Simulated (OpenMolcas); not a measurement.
## Cr4+: moving the ligands

Cr4+ with 6 ligands (water) in trigonal antiprismatic coordination (D3d) at 1.91 Å, a polar angle of 60.2° against the regular 54.74°. Ligand basis ANO-RCC-VDZP.

```json
{
 "Program": "OpenMolcas 26.06",
 "Method": "SS-CASPT2, IPEA 0.25 Eh, imaginary shift 0.1 Eh (closed shells correlated: 3s 3p and the ligand valence shells)",
 "Basis": "ANO-RCC-VDZP [5s4p2d1f]",
 "Scalar Hamiltonian": "DKH2, point nucleus",
 "Active space": "2 electrons in 5 orbitals (3d)",
 "State averaging": "2S+1 = 3 even, 10 roots; 2S+1 = 1 even, 15 roots",
 "Spin-orbit coupling": "RASSI with atomic mean-field integrals over the reference wave functions"
}
```

Runs around this geometry, states. Energies in cm-1 above the lowest state or level, χT in cm3 K/mol.

| R (Å) | Polar angle / regular | Ground state | First state of that spin | First gap with spin-orbit (degeneracies) | χT at 300 K | First state of another spin |
| --- | --- | --- | --- | --- | --- | --- |
| 1.91 | 1.034 | 2S+1 = 3 | 5870 | 5 (1, 2) | 0.961 | 2S+1 = 1: 10420 |
| 1.84 | 1.1 | 2S+1 = 3 | 5800 | 5 (1, 2) | 0.961 | 2S+1 = 1: 10590 |
| 1.91 | 1.1 | 2S+1 = 3 | 5240 | 5 (1, 2) | 0.954 | 2S+1 = 1: 10640 |
| 1.96 | 1.1 | 2S+1 = 3 | 4910 | 5 (1, 2) | 0.949 | 2S+1 = 1: 10610 |

Roots that are degenerate in the reference are averaged as groups; the widest CASPT2 spread within a group is 200 cm-1 (the 2-fold group of multiplicity 3 near 4910 cm-1 above the lowest state of its run, R = 1.96, ratio = 1.1). Shifts and gaps below about the spread of the groups concerned are not significant. Over all roots computed the reference weight is 0.68 to 0.69 in R = 1.91 in ratio = 1.034, 0.68 to 0.70 in R = 1.84 in ratio = 1.1, 0.68 to 0.69 in R = 1.91 in ratio = 1.1, 0.67 to 0.69 in R = 1.96 in ratio = 1.1; a low but even weight reflects the number of correlated electrons. Ligand-to-metal charge-transfer states are missing. With no ligand orbital active B as a rule stays too high, so bands that hang on it stand too high and its fall with covalency is understated. With one d shell and no ligand orbital active, 10Dq can be off by a tenth or more. The least metal-like active orbital is 81 % on the metal (Löwdin) and no ligand orbital is active, so the numbers are rough (holds for R = 1.91, ratio = 1.034; R = 1.91, ratio = 1.1; R = 1.96, ratio = 1.1). The least metal-like active orbital is 80 % on the metal (Löwdin) and no ligand orbital is active, so the numbers are rough (holds for R = 1.84, ratio = 1.1). No measured value stands beside these numbers; the geometry was imposed, not optimised, and the real ion may take another.

A state without a sure symmetry label is named by its multiplicity alone.
